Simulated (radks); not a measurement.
Problem. The mean radii <r> (bohr) of the occupied orbitals of an atom or ion are listed with their occupations. Method: scalar-relativistic Kohn-Sham, PBEsol, spin-polarised, spherical densities, finite nucleus; Fermi nuclear charge, rms radius of each element as measured or else 0.836 A^(1/3) + 0.57 fm; computed with a radial shooting solver on a logarithmic mesh with Libxc functionals.

| orbital | occ. | <r> |
|---|---|---|
| 1s up | 1 | 0.1308 |
| 1s down | 1 | 0.1308 |
| 2s up | 1 | 0.6981 |
| 2s down | 1 | 0.6972 |
| 2p up | 3 | 0.6891 |
| 2p down | 3 | 0.6868 |
| 3s up | 1 | 2.767 |

Name the element and its charge.

Solution. Z = 12, magnesium, charge +1: Mg+ in [Ne] 3s(up 1, down 0). The 1s radius gives Z: for a bare nucleus <r> = (2 gamma + 1)/(2Z) with gamma = sqrt(1 - (Z/c)^2), 0.1247 bohr for Z = 12, and screening makes it slightly larger (0.1308 here). The occupations add up to 11, and the charge is Z minus that.
